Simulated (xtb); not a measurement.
CdClH₃Si, SMILES [SiH3][Cd][Cl]. All values are semi-empirical tight-binding results from xtb (GFN2-xTB unless named), good for trends rather than for accurate numbers. The structure is a stationary point at GFN2-xTB.

Optimised geometry:

```xyz
6

Cd     0.0084    -0.1101    -0.5451
Cl    -0.2719     2.1451     0.1346
Si     0.2396    -1.7775     1.3255
H      0.3110    -3.2089     0.9865
H     -0.9153    -1.6176     2.2409
H      1.4697    -1.4711     2.0935
```

For metal compounds this method's bond lengths and energies can be far off.

Problem. Estimate the properties. (Estimate from the structure and the level; the computed values follow.)

Solution. 
* **orbital gap**: 3.18 eV
* **zero-point energy**: 14.5 kcal/mol
* **G − E(el) at 298.15 K (modified RRHO)**: -5.7 kcal/mol

Computed atomic charges and the Wiberg bond orders between heavy atoms:
charges (e) Cd1 0.28, Cl2 -0.47, Si3 0.38, H4 -0.07, H5 -0.06, H6 -0.06. Bond orders Cd1–Cl2 0.71, Cd1–Si3 0.85.
